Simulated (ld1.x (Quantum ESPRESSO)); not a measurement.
**Cutoff test, Mg (Z = 12), RRKJ**

ld1.x (Quantum ESPRESSO) 7.5 input, shortened:

```
&input
   title='Mg', zed=12., rel=1, dft='PBESOL', iswitch=3,
   config='[Ne] 3s0.5 3p0'
 /
 &inputp
   pseudotype=2, tm=.false., lloc=0,
   nlcc=.true., rcore=1.35
 /
2
3P  2  1   0.00   0.00  1.85  1.85  0.0
3S  1  0   0.50   0.00  1.65  1.65  0.0
 &test
   configts(1)='3s0.5 3p0'
 /
```

The pseudo-atom Hamiltonian at the reference potential is diagonalised in spherical Bessel functions j_l(qr) that vanish at 20 bohr, with q² up to the cutoff. All-electron valence levels (Ry): 3p -0.7427, 3s -1.0890.

**Question.** How do the lowest levels (Ry) of each channel move with the cutoff, and are there ghosts?

**Answer.**

```csv
cutoff (Ry),p #1,s #1,s #2,d #1,f #1,Σ f·Δε (mRy)
8,-0.7329,-1.0682,-0.3822,-0.3579,-0.1575,10.4
10,-0.7335,-1.0684,-0.3823,-0.3581,-0.1575,10.3
15,-0.7338,-1.0731,-0.3839,-0.3585,-0.1575,8.0
18,-0.7346,-1.0797,-0.3861,-0.3587,-0.1575,4.6
21,-0.7363,-1.0836,-0.3875,-0.3588,-0.1575,2.7
25,-0.7397,-1.0861,-0.3883,-0.3588,-0.1575,1.4
35,-0.7426,-1.0876,-0.3889,-0.3588,-0.1575,0.7
40,-0.7427,-1.0878,-0.3890,-0.3589,-0.1575,0.6
400,-0.7427,-1.0890,-0.3893,-0.3589,-0.1575,0.0
```

Result: no extra level below or beside the all-electron valence levels (p, s, d, f tested); 10 mRy is reached at 12 Ry and 1 mRy at 30 Ry.
